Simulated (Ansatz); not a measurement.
Reactions of C3H7BN2 (`BNC=NC=C`).

Computed with Ansatz on PBE0-D4/def2-TZVP structures; ΔE is electronic, products minus reactants. CBS: MP2 limit from def2 TZ/QZ plus the TZ coupled-cluster correction, frozen cores. This one scheme is used for every species, atoms too. Double bonds are as drawn, so ΔE can hold a change between cis and trans. Open shells (•) are unrestricted, without spin–orbit coupling. Spin–orbit coupling would lower the free atoms: a little for B, C. Each species was taken in one conformer, which may not be the lowest.

Q: Order these by ΔE at CCSD(T)/CBS, lowest first. (Best estimate.)
A. `BN/C=N/C=C` → B• + 3 C• + 7 H• + 2 N•
B. `BN/C=N/C=C` + H₂ → `C=CN=C` + `BN`
C. `BN/C=N/C=C` → `BC=C(N)C=N`
D. `BN/C=N/C=C` + `O[SiH3]` → `C=C/N=C/O[SiH3]` + `BN`

A: B (-11.9 kcal/mol), D (-4.2 kcal/mol), C (+20.5 kcal/mol), A (+1259.3 kcal/mol).

Largest T1 diagnostic: 0.015, for `BN/C=N/C=C`.
